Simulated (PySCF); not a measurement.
Work out the structure from these simulated measurements.

Formula: C4H11N2PSi.

* Triplet: lowest triplet excitation (Tamm–Dancoff): 3.67 eV [TDA B3LYP/def2-SVPD]
* Dipole: 4.54 D [B3LYP/def2-SVPD]
* Valence photoelectron: vertical ionisation energy: 8.30 eV [ΔSCF B3LYP/def2-SVPD]
* Polarisability: 113.7 au [B3LYP/def2-SVPD]
* 13C NMR: chemical shifts (computed TMS as zero) by class: 164.9 (2 C), 37.3 (2 C) ppm [GIAO KT2/pcSseg-1]
* Rotational structure: rotational constants A, B, C: 2.352, 1.034, 0.765 GHz [PBE0-D3(BJ)/def2-SVP]
* 1H NMR: chemical shifts (computed TMS as zero) by class: 9.06 (2 H), 4.94 (3 H), 2.79 (6 H) ppm [GIAO KT2/pcSseg-1]
* NMR, other nuclei: isotropic shieldings of nuclei other than C and H, by class: 215 (1 N), 236 (1 N), 431 (1 Si), 428 (1 P) ppm [GIAO KT2/pcSseg-1]
* XPS: Si2p3/2 106.1, P2p3/2 138.0, C1s 290.7 (×2), C1s 291.4 (×2), N1s 402.4, N1s 405.0, Si1s 1846.0, P1s 2152.1 eV [ΔSCF SCAN, pcX-2 on the ionised atom, pcseg-1 elsewhere, spin-free X2C, 2p3/2 from a spin–orbit splitting computed afterwards within the 2p shell]
* UV, first state: lowest singlet excitation: 4.12 eV (301 nm, f = 0.009) [TDDFT B3LYP/def2-SVPD]

Gas-phase values; electronic properties from PySCF, density fitting. Levels stand in brackets. The structure is a single PBE0-D3(BJ)/def2-SVP conformer in the gas phase; no vibrational or solvent corrections. Each NMR value is the plain mean over a class of atoms that symmetry, rotation or inversion makes alike.

Question: Propose a structure and show how it fits.

Answer: Numbering: `[CH3:1][N:2]([CH3:3])[P:4]1(=[N:5][SiH3:6])[CH:7]=[CH:8]1`. 4 carbons fall into 2 classes; from least to most shielded: alkene CH carbon [C7/C8] (164.9 ppm, 2 C), N-methyl carbon [C1/C3] (37.3 ppm, 2 C). Hydrogen classes from least to most shielded: 2 H on 2 alkene CH carbons, C7/C8 (9.06 ppm), 3 H on an SiH3 silicon, Si6 (4.94 ppm), 6 H on 2 N-methyl carbons, C1/C3 (2.79 ppm, a mean of values up to 2.2 ppm apart in this geometry). The other shieldings belong to: 215 ppm, nitrogen bonded to 2 C and P [N2]; 236 ppm, nitrogen bonded to P and Si [N5]; 431 ppm, SiH3 silicon [Si6]; 428 ppm, phosphorus bonded to 2 C and 2 N [P4]. The core levels belong to: Si2p3/2 106.1 eV, SiH3 silicon [Si6]; P2p3/2 138.0 eV, phosphorus bonded to 2 C and 2 N [P4]; C1s 290.7 eV, alkene CH carbon [C7/C8]; C1s 291.4 eV, N-methyl carbon [C1/C3]; N1s 402.4 eV, nitrogen bonded to P and Si [N5]; N1s 405.0 eV, nitrogen bonded to 2 C and P [N2]; Si1s 1846.0 eV, SiH3 silicon [Si6]; P1s 2152.1 eV, phosphorus bonded to 2 C and 2 N [P4]. One atom of each topological class was ionised and stands for its class. S1 is mainly HOMO→LUMO (weight 0.95); the largest Löwdin shares of the orbital it empties are 0.38 on the nitrogen bonded to P and Si, 0.14 on the phosphorus bonded to 2 C and 2 N, 0.11 on an alkene CH carbon and 0.10 on an alkene CH carbon, of the orbital it fills 0.39 on an alkene CH carbon, 0.38 on an alkene CH carbon and 0.06 on each of 2 atoms of one kind (vinylic hydrogen). By its constants the optimised geometry is an asymmetric top. Structure: `CN(C)P1(=N[SiH3])C=C1`. The assignments are read from this structure; whether some other isomer fits the data as well wasn't checked.

Conformer computed: `[CH3:1][N:2]([CH3:3])[P:4]1(=[N:5][SiH3:6])[CH:7]=[CH:8]1`: C1–N2–P4–N5 1°.
